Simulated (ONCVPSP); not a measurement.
Transferability test, ONCV potential for Ca (Z = 20)

| Quantity | Value |
| --- | --- |
| Element | Ca (Z = 20) |
| Generator | ONCVPSP 4.0.1 |
| Type | optimised norm-conserving Vanderbilt (ONCV) |
| Functional | LDA (Perdew-Wang 92) |
| Relativity | scalar-relativistic |
| Frozen core | [Ne] |
| Valence charge | 10 |
| Reference configuration | 3s2 3p6 3d1 4s1 |
| Partial waves | 3s+4s: rc 1.90 bohr, ncon 4, nbas 7, qcut 8.2 1/bohr, 3 projectors, debl 2.9 Ha; 3p: rc 1.55 bohr, ncon 4, nbas 7, qcut 7.7 1/bohr, 1 projector; 3d: rc 3.40 bohr, ncon 5, nbas 10, qcut 3.8 1/bohr, 2 projectors, debl 3 Ha |
| Local potential | polynomial inside 1.15 bohr (lpopt 5, dvloc0 1 Ha) |
| Core correction | Teter function, fcfact 4, rcfact 1.7 |

Energies are relative to the spin-unpolarised reference configuration 3s2 3p6 3d1 4s1; without spin polarisation the order of configurations can differ from experiment. Not all tests gave a result: 1 of 4 tests not solved or not reliable.

```json
{"valence configuration": "3s2 3p6 3d0 4s2", "charge": "0", "ΔE all-electron (eV)": "-2.237", "error AE − PS (meV)": "+117"}
{"valence configuration": "3s2 3p6 3d0 4s1", "charge": "+1", "ΔE all-electron (eV)": "4.221", "error AE − PS (meV)": "+144"}
{"valence configuration": "3s2 3p6 3d0.5 4s1.5", "charge": "0", "ΔE all-electron (eV)": "-1.217", "error AE − PS (meV)": "+18"}
```

Levels in the configuration 3s2 3p6 3d0.5 4s1.5:

```json
{"level": "3s", "all-electron (eV)": "-45.296", "pseudo (eV)": "-45.158"}
{"level": "3p", "all-electron (eV)": "-26.537", "pseudo (eV)": "-26.432"}
{"level": "3d", "all-electron (eV)": "-1.245", "pseudo (eV)": "-1.183"}
{"level": "4s", "all-electron (eV)": "-3.534", "pseudo (eV)": "-3.557"}
```

Note: no bound ghost flagged; GHOST(+) flagged for d at 76.2 eV.
